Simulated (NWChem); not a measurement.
All runs are NWChem calculations. System: BrSi (+1), charge 1, spin multiplicity 1, at a geometry optimised with PBE0/def2-SVP. The structure started from a generated list of species. Level: TD-B3LYP/def2-SVPD, VWN1-RPA local correlation.

The NWChem input:

```
start mol
memory heap 200 mb stack 900 mb global 1100 mb
charge 1
geometry units angstroms nocenter noautoz
  Si     0.000000     0.000000     1.513825
  Br     0.000000     0.000000    -0.605530
  symmetry group C2v
end
basis spherical
  * library def2-svpd
end
dft
  xc b3lyp
  semidirect memsize 60000000 filesize 0
  iterations 100
end
tddft
  rpa
  nroots 6
  notriplet
  thresh 1e-4
end
task tddft energy
```

Output (cleaned and shortened):

```
             Northwest Computational Chemistry Package (NWChem) 7.3.0
             --------------------------------------------------------

                                NWChem Input Module
                                -------------------

 Scaling coordinates for geometry "geometry" by  1.889725989
 (inverse scale =  0.529177249)

 Turning off AUTOSYM since
 SYMMETRY directive was detected!

                             Geometry "geometry" -> ""
                             -------------------------

 Output coordinates in angstroms (scale by  1.889725989 to convert to a.u.)

  No.       Tag          Charge          X              Y              Z
 ---- ---------------- ---------- -------------- -------------- --------------
    1 Si                  14.0000     0.00000000     0.00000000     1.51382500
    2 Br                  35.0000     0.00000000     0.00000000    -0.60553000

 Effective nuclear repulsion energy (a.u.)     122.3470593694

            Nuclear Dipole moment (a.u.)
            ----------------------------
        X                 Y               Z
 ---------------- ---------------- ----------------
     0.0000000000     0.0000000000     0.0000000000

      Symmetry information
      --------------------

 Group name             C2v
 Group number             16
 Group order               4
 No. of unique centers     2

      Symmetry unique atoms

     1    2


 Summary of "ao basis" -> "" (spherical)
 ------------------------------------------------------------------------------
       Tag                 Description            Shells   Functions and Types
 ---------------- ------------------------------  ------  ---------------------
 *                         def2-svpd                  on all atoms

                                 NWChem DFT Module
                                 -----------------

 Summary of "ao basis" -> "ao basis" (spherical)
 ------------------------------------------------------------------------------
       Tag                 Description            Shells   Functions and Types
 ---------------- ------------------------------  ------  ---------------------
[...]
     Transition Moments    X  0.50487   Y -0.03373   Z  0.00000
     Transition Moments   XX -0.00000  XY  0.00000  XZ  3.29585
     Transition Moments   YY  0.00000  YZ -0.22018  ZZ -0.00000
     Dipole Oscillator Strength                    0.0308424140
     Electric Quadrupole                           0.0000003428
     Magnetic Dipole                               0.0000055696
     Total Oscillator Strength                     0.0308483264

          sigma_e =   1.6751 Angstrom
          sigma_h =   1.7620 Angstrom
         |d_h->e| =   0.5156 Angstrom
            d_exc =   2.5061 Angstrom
            d_CD1 =   0.6024 Angstrom
            d_CD2 =  -1.2029 Angstrom
            d_CD3 =   3.0217 Angstrom
     Pearson C.C. =  -0.0176

     Occ.   21  a1  ---  Virt.   25  b1   0.11954 X
     Occ.   24  a1  ---  Virt.   25  b1  -0.99148 X
     Occ.   24  a1  ---  Virt.   25  b1   0.07485 Y
     Occ.   24  a1  ---  Virt.   26  b2   0.06624 X
  ----------------------------------------------------------------------------
  Root   5 singlet b2             0.180694415 a.u.                4.9169 eV
  ----------------------------------------------------------------------------
     Transition Moments    X -0.03373   Y -0.50487   Z  0.00000
     Transition Moments   XX  0.00000  XY  0.00000  XZ -0.22018
     Transition Moments   YY -0.00000  YZ -3.29585  ZZ -0.00000
     Dipole Oscillator Strength                    0.0308424150
     Electric Quadrupole                           0.0000003428
     Magnetic Dipole                               0.0000055696
     Total Oscillator Strength                     0.0308483274

          sigma_e =   1.6751 Angstrom
          sigma_h =   1.7620 Angstrom
         |d_h->e| =   0.5156 Angstrom
            d_exc =   2.5061 Angstrom
            d_CD1 =   0.6024 Angstrom
            d_CD2 =  -1.2029 Angstrom
            d_CD3 =   3.0217 Angstrom
     Pearson C.C. =  -0.0176

     Occ.   21  a1  ---  Virt.   26  b2  -0.11954 X
     Occ.   24  a1  ---  Virt.   25  b1   0.06624 X
     Occ.   24  a1  ---  Virt.   26  b2   0.99148 X
     Occ.   24  a1  ---  Virt.   26  b2  -0.07485 Y
  ----------------------------------------------------------------------------
  Root   6 singlet a1             0.227682727 a.u.                6.1956 eV
  ----------------------------------------------------------------------------
     Transition Moments    X  0.00000   Y -0.00000   Z -0.80094
     Transition Moments   XX -0.38888  XY -0.00000  XZ -0.00000
     Transition Moments   YY -0.38888  YZ  0.00000  ZZ -0.05823
     Dipole Oscillator Strength                    0.0973741787
     Electric Quadrupole                           0.0000000023
     Magnetic Dipole                               0.0000000000
     Total Oscillator Strength                     0.0973741810

          sigma_e =   1.7536 Angstrom
          sigma_h =   1.4351 Angstrom
         |d_h->e| =   1.4299 Angstrom
            d_exc =   2.7158 Angstrom
            d_CD1 =   1.7485 Angstrom
            d_CD2 =  -0.1644 Angstrom
            d_CD3 =   4.1458 Angstrom
     Pearson C.C. =  -0.0390

     Occ.   21  a1  ---  Virt.   27  a1   0.08078 X
     Occ.   22  b2  ---  Virt.   26  b2   0.66236 X
     Occ.   22  b2  ---  Virt.   26  b2  -0.08323 Y
     Occ.   22  b2  ---  Virt.   36  b2   0.05118 X
     Occ.   23  b1  ---  Virt.   25  b1   0.66236 X
     Occ.   23  b1  ---  Virt.   25  b1  -0.08323 Y
     Occ.   23  b1  ---  Virt.   35  b1  -0.05118 X
     Occ.   24  a1  ---  Virt.   27  a1  -0.34364 X
     Occ.   24  a1  ---  Virt.   34  a1   0.06511 X

              Target root =      1
          Target symmetry = none
      Ground state energy =  -2862.992952027510
        Excitation energy =      0.171037414700
     Excited state energy =  -2862.821914612810

  stored tddft:energy   -2862.8219146128104

 Task  times  cpu:       44.2s     wall:       44.2s

 Total times  cpu:       44.2s     wall:       44.2s
```
